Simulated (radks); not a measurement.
The numbers below are computed, except where a source is named.
Dynamic dipole polarisability and lines of the caesium ion Cs25+, [Ar] 3d10 4s2. Code: a radial shooting solver on a logarithmic mesh with Libxc functionals. Model: scalar-relativistic Kohn-Sham, LB94 model potential, spin-unpolarised, spherical densities, finite nucleus; Fermi nuclear charge, rms radius of each element as measured or else 0.836 A^(1/3) + 0.57 fm. Time-dependent linear response with the Hartree and adiabatic LDA kernel, continuum included through the Sternheimer equations, no spin-orbit coupling, so fine structure and intercombination lines are absent. Lines are the poles of the dipole polarisability below minus the highest occupied eigenvalue, found on a grid refined at the orbital gaps; the lowest seven at most are given, and weak or close lines can be missed. The first line takes the name of the lowest orbital gap if no other gap lies below it; otherwise a line is named after a gap within 0.6 % of it, if that gap stands alone.

| photon energy (eV) | alpha (bohr^3) |
|---|---|
| 0 | 0.1527 |
| 14.588 | 0.1576 |
| 72.941 | 0.9540 |
| 131.29 | -0.06623 |
| 189.65 | -0.01604 |
| 248.00 | -0.0008634 |
| 306.35 | 0.006401 |
| 364.71 | 0.01499 |
| 423.06 | -0.008739 |
| 481.41 | 0.007939 |
| 539.76 | 0.01418 |
| 598.12 | 0.01318 |
| 656.47 | 0.03327 |
| 714.82 | 0.01754 |
| 773.18 | 0.02427 |
| 831.53 | 0.04600 |

Lines (eV, oscillator strength): 79.051 (15.68 nm, 4s-4p), f = 1.18; 404.96 (3.062 nm, 4s-5p), f = 0.362; 569.58 (2.177 nm, 4s-6p), f = 0.124; 662.02 (1.873 nm, 4s-7p), f = 0.0495; 674.31 (1.839 nm, unassigned), f = 0.436; 719.33 (1.724 nm, 4s-8p), f = 0.0387; 757.33 (1.637 nm, 4s-9p), f = 0.0245. Higher lines, where found, are left out when the end of the mesh affects them. Those listed give 93 % of the static polarisability (sum of f/w^2). Orbital energy gaps for comparison: 4s-4p 68.233 eV; 4s-5p 405.30 eV; 4s-6p 569.70 eV; 4s-7p 662.06 eV; 3d-4p 669.48 eV.
